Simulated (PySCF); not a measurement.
Species: C₅H₅N₂Si (doublet state).
Cartesian coordinates in Å at the GFN2-xTB level; atoms count from 1:
```xyz
13
C5H5N2Si angstrom
C      2.7144    0.6974    0.3381
C      1.8879   -0.1760    0.4510
Si     0.5901   -1.4070    0.8126
C     -1.1053   -0.7913    0.0865
C     -0.9592   -0.8168   -1.3393
N     -0.7994   -0.8265   -2.4750
N     -1.3981    0.4682    0.6905
C     -1.1785    1.5573    0.1077
H      3.4431    1.4423    0.1949
H      0.8746   -2.7765    0.4031
H     -1.8872   -1.4980    0.3866
H     -1.4002    2.4649    0.6489
H     -0.7867    1.6626   -0.9070
```

The hyperfine couplings belong to this conformer and change with its torsions.

As a line formula: `C#C[SiH][C@H](C#N)N=C` [radical].

Method used: UKS B3LYP, pcH-1 on C H N Si, non-relativistic, mean-field spin-orbit, GIAO (PySCF). Isolated species at its GFN2-xTB geometry (one conformer only). Couplings are sensitive to structure, and on GFN2-xTB geometries they can be far from those on DFT ones, by a factor of two or more for some ions and for spin on atoms past the first row. Stability of the SCF solution: not tested.

(1) What is the g tensor, term by term?

(2) How much does each term add to the isotropic shift?

(3) At 94.416 GHz, how far is the centre of the isotropic spectrum from where a free electron (g = 2.002319) resonates?

(4) What are the electron Larmor frequencies g μB B/h along the three axes at 1200 mT?

(5) In a frozen sample, at which fields do the three g values resonate at 9.5, 34, 94 and 263 GHz (hyperfine left aside), and which band first spreads them over more than twice a line width of 1.0 mT?

Results:

(1) 
```csv
Δg (ppm),1,2,3
relativistic mass correction,-147,-147,-147
gauge correction,9,76,60
orbital Zeeman/spin–orbit,-181,164,1086
total,-319,92,998
```

So g = 2.00200, 2.00241, 2.00332 and g_iso = 2.00258; the tensor is rhombic: the two nearest values differ by 31 % of g3 − g1. Axes: g3 points within 15° of the Si3–C4 bond.

(2) The orbital-Zeeman/spin–orbit term 356, the mass correction -147 and the gauge correction 48 ppm, for a total of 257 ppm. The orbital-Zeeman/spin–orbit term is the largest in size. The mass correction is the same along every axis, so the anisotropy comes from the other two: their spans along these axes are 67 (gauge) and 1267 ppm (orbital Zeeman/spin–orbit).

(3) B = hν/(g μB) with μB/h = 13.99624 MHz/mT gives 3369.00 mT for the free electron and 3368.57 mT at g_iso, 0.43 mT lower.

(4) 33.6246, 33.6315, 33.6467 GHz for g1, g2 and g3, a range of 22.1 MHz.

(5) 
| band | GHz | B(g3) mT | B(g2) mT | B(g1) mT | spread mT |
| --- | --- | --- | --- | --- | --- |
| X | 9.5 | 338.81 | 338.97 | 339.04 | 0.22 |
| Q | 34.0 | 1212.60 | 1213.15 | 1213.40 | 0.80 |
| W | 94.0 | 3352.48 | 3354.00 | 3354.69 | 2.21 |
| J | 263.0 | 9379.82 | 9384.06 | 9385.99 | 6.17 |

The spread grows in proportion to the frequency. W band is the first where it exceeds 2.0 mT.

The largest Mulliken spin populations are on Si3 (+0.89), C1 (+0.18) and C2 (-0.10). The positive populations add up to 1.14 and the negative ones to -0.14, together 2S = 1. The angles at Si3 add up to 336.8°, so it is pyramidal.

The HOMO–LUMO gaps are 5.00 eV among the α and 4.38 eV among the β orbitals.
